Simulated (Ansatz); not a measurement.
A geometry relaxed with PBE0-D3(BJ)/def2-TZVP (Ansatz, a first-principles code), charge 0, multiplicity 1:

```xyz
7

H      0.2247     1.3975    -0.0575
N     -1.1791    -0.1582    -0.2403
B      1.4137    -0.2179     0.0339
H     -1.8545     0.3545     0.3079
H      2.5443    -0.5343     0.0642
C      0.1323     0.3028    -0.0532
H     -1.2814    -1.1445    -0.0550
```

Problem. Write the SMILES of this molecule.

Solution. `[H]/B=C/N`
